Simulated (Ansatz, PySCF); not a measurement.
Gas-phase reaction (SMILES): CO[Si](Br)(Br)Br [tribromo(methoxy)silane] + F (HF) -> F[Si](Br)(Br)Br [tribromo(fluoro)silane] + CO (CH4O); hydrogen fluoride cleaves one Si-O bond, a model of a ligand-exchange step.

Each molecule is optimised on its own at B3LYP-D3(BJ)/def2-TZVP (Ansatz, a quantum-chemistry and plane-wave program), one conformer each, not searched for the lowest. Valence correlation only, unless marked. No spin-orbit coupling. The frozen core is the preceding noble-gas configuration, with the filled d and f shells of earlier blocks. No relativistic terms. CBS marks a two-point X^-3 extrapolation of the correlation energy; Hartree-Fock from the larger set. The bracket is a focal-point correction in the basis named. Thermal terms are rigid-rotor harmonic-oscillator values from B3LYP-D3(BJ) frequencies (Ansatz or PySCF) at 298.15 K and 1 atm. 1 Eh = 627.5095 kcal/mol.

| species | E, RI-MP2/CBS(def2-TZVPPD,def2-QZVPPD)+[CCSD(T)-MP2]/def2-TZVPPD (Ansatz) (Eh) | E, r2SCAN-D4/def2-TZVPD (Ansatz + dftd4) (Eh) | H - E (Eh) |
|---|---|---|---|
| CO[Si](Br)(Br)Br | -8122.33835 | -8127.22202 | 0.05684 |
| F (HF) | -100.39405 | -100.44728 | 0.01259 |
| F[Si](Br)(Br)Br | -8107.12452 | -8111.97379 | 0.01475 |
| CO (CH4O) | -115.61526 | -115.70530 | 0.05533 |

**Question.** Work out ΔE and ΔH at 298.15 K at the first level, then ΔH at the second.

**Answer.** 
1. ΔE = [(-8107.12452) + (-115.61526)] - [(-8122.33835) + (-100.39405)] = -0.00738 Eh = -4.6 kcal/mol at RI-MP2/CBS(def2-TZVPPD,def2-QZVPPD)+[CCSD(T)-MP2]/def2-TZVPPD.
2. The terms H - E add up to 0.00065 Eh, so ΔH = (-0.00738 + (0.00065))×627.5095 = -4.2 kcal/mol.
3. At r2SCAN-D4/def2-TZVPD the same steps give ΔE = -6.1 and ΔH = -5.7 kcal/mol, a shift of -1.5 from the first level.
4. These values are not checked against measurement here, since the tables used lack a sound gas-phase enthalpy of formation for at least one species.
